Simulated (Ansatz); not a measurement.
Input for Ansatz (a quantum-chemistry and plane-wave program): SC-NEVPT2 on CASSCF(6,4)/aug-cc-pVTZ on BeF2 (SMILES [F][Be][F]), a point of a bond scan (R = 3.729 Å).

Ansatz 0.2 input:
```yaml
crystal:
  periodic: [false, false, false]
  atoms:
    - {symbol: Be, position_ang: [0.00000000, 0.00000000, 0.00000000]}
    - {symbol: F, position_ang: [-0.00000000, -0.00000000, -3.72915330]}
    - {symbol: F, position_ang: [0.00000000, 0.00000000, 1.38116789]}
basis:
  gaussian:
    orbitals: aug-cc-pVTZ
    pivot_positions_ang: [[0.00000000, 0.00000000, 0.00000000], [-0.00000000, -0.00000000, -3.72915330], [0.00000000, 0.00000000, 1.38116789]]
magnetization: {spin_polarized: false}
correlation: {method: sc_nevpt2, electrons: outside_noble_gas, active_space: {window: {electrons: 6, orbitals: 4}}}
output: {orbitals: {seedname: ./end}}
```

It printed:

```
WARN ansatz: RAYON_NUM_THREADS=1 ignored (pool sized by the plan → 1); use --threads N
Functional definition: HF
integrals: 0.09 GiB planned
951 factors; integrals over basis functions are off by at most 4.9e-4 eV
mean field: 0.25 GiB planned
mean field evaluation 1: about -5803.7325 eV, gradient 5.1e1 eV
mean field evaluation 2: about -5803.7325 eV, gradient 5.1e1 eV
mean field evaluation 4: about -5807.7295 eV, gradient 2.1e1 eV
mean field evaluation 8: about -5808.5374 eV, gradient 1.8e-1 eV
mean field -5808.53744985 eV, -213.4598141139 hartree, gradient 1.5e-6 eV, S^2 0.000000; 0 other end points of the search recorded, 0 dependent functions left out; unrestricted orbitals would lower it
reference -5808.53744985 eV, -213.4598141139 hartree; 11, 11 occupied and 127, 127 virtual orbitals, 951 factors
configuration interaction: 0.18 GiB planned
configuration interaction: 0.00 GiB planned
state -5811.42761790 eV, -213.5660258306 hartree
state -5811.42761790 eV, -213.5660258306 hartree; corrected -5824.81808983 eV, -214.0581165977 hartree
WARN: 2 active orbitals are nearly empty or full. The corrections depend on them more than the energy does, and are more stable in an active space without them
Total energy: -5824.81808983 eV, -214.0581165977 hartree
```

Self-consistency was reached.

Warnings raised: idle orbitals.

Cost: around 8 core-seconds (rough).
